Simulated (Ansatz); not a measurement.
`BC(=C)Br` + `CCCO` → `BOCCC` + `C=CBr`  (ligand exchange at a B–C bond)

Program: Ansatz. Geometries: PBE0-D4/def2-TZVP. ΔE: electronic, gas phase. CBS: MP2 limit from def2 TZ/QZ plus the TZ coupled-cluster correction, frozen cores. Functionals use def2-TZVPP. B3LYP here is the variant with VWN-RPA as its local correlation; programs differ in this. For Br outer-core shells are correlated without core-valence functions, which leaves a few kJ/mol of doubt a bond. Scalar relativity is left out up to krypton. One conformer a species, not always the lowest.

(1) Is it downhill or uphill in electronic energy at CCSD(T)/CBS, and by how much? (An estimate is asked.)

(2) What do these levels give: PBE-D4, B3LYP-D4, ωB97X-V, ωB97M-V, PBE, PBE0, CCSD/def2-TZVPP, CCSD(T)/def2-TZVPP, HF/def2-QZVPP, SCS-MP2/def2-QZVPP, HF/CBS(def2), CCSD/CBS(def2)? (Best estimate.)

Largest T1 diagnostic among the species: 0.012.

Results:

(1) Computed: Downhill: ΔE = -122.6 kJ/mol.

(2) Computed: PBE-D4 -121.9, B3LYP-D4 -126.0, ωB97X-V -124.9, ωB97M-V -125.5, PBE -122.9, PBE0 -121.7, CCSD/def2-TZVPP -125.3, CCSD(T)/def2-TZVPP -124.8, HF/def2-QZVPP -126.2, SCS-MP2/def2-QZVPP -124.0, HF/CBS(def2) -126.3, CCSD/CBS(def2) -123.1 kJ/mol.
